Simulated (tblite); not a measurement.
A tight-binding relaxation on `NC(=O)C[O][GeH3]`.

Computed with GFN2-xTB geometry optimisation, gas phase (tblite 0.8.0). Start geometry: from a force field or distance geometry. The input is one job of a driver script: a line of settings, then coordinates in Å.

Command:
```bash
OMP_NUM_THREADS=1 python probes_run.py task.json out
```

Input:
```
{"job": {"kind": "relax", "xc": "GFN2-xTB", "basis": "xTB"}, "charge": 0, "multiplicity": 1}
N     -2.236700    -0.189300    -0.914800
C     -1.595300    -0.101900     0.344900
O     -2.293200    -0.132700     1.398600
C     -0.123700     0.008600     0.492000
O      0.523600     0.011700    -0.748500
Ge     2.256000     0.148000    -0.293000
H     -1.785400    -0.477100    -1.787900
H     -3.241100     0.078200    -0.927500
H      0.221100    -0.910200     1.046600
H      0.136100     0.946700     1.024300
H      2.341200     1.398300     0.650600
H      3.196100     0.277700    -1.507100
H      2.597000    -1.057500     0.620300
```

Output:
```
step      E/eV     max force
  0    -566.33844    3.945
  1    -566.54472    3.331
  2    -566.68261    0.886
  3    -566.76316    0.762
  4    -566.81451    0.690
  5    -566.83762    0.529
  6    -566.85704    0.420
  7    -566.87898    0.613
  8    -566.90357    0.525
  9    -566.92326    0.522
... (38 lines left out)
 48    -567.16760    0.020
 49    -567.16765    0.026
 50    -567.16770    0.023
 51    -567.16773    0.016
 52    -567.16775    0.014
 53    -567.16777    0.015
 54    -567.16779    0.018
 55    -567.16781    0.014
 56    -567.16782    0.011
 57    -567.16783    0.010
```

«max force» is the largest atomic force in eV/Å.

Problem. From which step on does the largest force stay under 0.1 eV/Å, and how much energy is left to gain from there?

Solution. From step 33 (0.081 eV/Å), 5.5 meV above the end.

Summary of the converged run: energy lowered by 19.1 kcal/mol over 57 steps; largest atomic force 0.010 eV/Å at the end.

Problem. Give the final coordinates.

Solution. 0.444 Å rms from the input after alignment:
```
atom  x, y, z in Å
N1    -1.9889   -0.1549   -0.9401
C2    -1.7584   -0.0809    0.3806
O3    -2.6265   -0.0650    1.2238
C4    -0.2766   -0.0281    0.7564
O5     0.5452    0.0284   -0.3874
Ge6    2.2966    0.1569   -0.3665
H7    -1.2121   -0.1533   -1.5792
H8    -2.9336   -0.1901   -1.2821
H9    -0.0610   -0.9192    1.3587
H10   -0.1311    0.8461    1.4014
H11    2.7022    1.4242    0.3310
H12    2.5556    0.1717   -1.8323
H13    2.8843   -1.0354    0.3344
```

Time: 0.49 s of wall time. Hardware: one thread of an Arm Neoverse N1, on a shared host.
Labels such as C1 count atoms from 1, the log's own numbers from 0.
